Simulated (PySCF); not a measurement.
From computed data to an observable: dipole moment from atomic charges

CH3Cl3Si, SMILES C[Si](Cl)(Cl)Cl. Atoms are numbered in the order given.

```xyz
8

C      0.0000     0.0000     2.1096
Si     0.0000     0.0000     0.2562
Cl     1.6747    -0.9669    -0.4648
Cl    -1.6747    -0.9669    -0.4648
Cl     0.0000     1.9338    -0.4648
H      0.8956     0.5171     2.4865
H     -0.8956     0.5171     2.4865
H      0.0000    -1.0342     2.4865
```
Charge 0, spin multiplicity 1.

Coordinates come from a B3LYP-D3(BJ)/def2-SVP optimisation. The isomer is the one that the SMILES or the coordinates give; other isomers of the formula were not compared.

Charges (e) from ωB97X/def2-TZVP in PySCF:

| atom | IAO | ESP fit |
|---|---|---|
| C1 | -0.747 | -0.571 |
| Si2 | 1.151 | 0.250 |
| Cl3 | -0.308 | -0.089 |
| Cl4 | -0.308 | -0.089 |
| Cl5 | -0.308 | -0.090 |
| H6 | 0.173 | 0.197 |
| H7 | 0.173 | 0.197 |
| H8 | 0.173 | 0.196 |

The dipole moment of the full density is 2.06 D.

### Question
What dipole moment does each set of point charges give, and which comes closer to that of the density?

### Answer

μ = Σ q r, and 1 e Å = 4.8032 D.
IAO: Σ q r = (0.000, 0.000, 0.439) e Å, |μ| = 2.11 D.
ESP fit: Σ q r = (0.000, -0.001, 0.451) e Å, |μ| = 2.17 D.
IAO comes closer in size. Point charges leave out the atoms' own dipoles (lone pairs, polarised bonds); fits to the potential absorb them, partitions of the density don't.
